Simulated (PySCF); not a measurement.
These are PBE-D3(BJ)/def2-TZVP // PBE0-D3(BJ)/def2-TZVP in PySCF values and carry that method's errors. Gas-phase values, no solvent. Delta-SCF ions had no search for a lower state. 

Reference species (SMILES): `N(/[H])=[SiH]/[SiH3]` (neutral, multiplicity 1).

| Item | Result |
|---|---|
| LUMO | -2.81 eV |
| HOMO | -6.00 eV |
| vertical ionisation energy (Delta-SCF) | 9.12 eV |

Changed species: `[SiH3]N=[SiH2]`.

Q: Give the shifts of the LUMO, HOMO and vertical ionisation energy (Delta-SCF).

A: the LUMO drops by 0.12 eV, to -2.93 eV; the HOMO falls by 0.08 eV, to -6.08 eV; the vertical ionisation energy (Delta-SCF) is nearly the same.
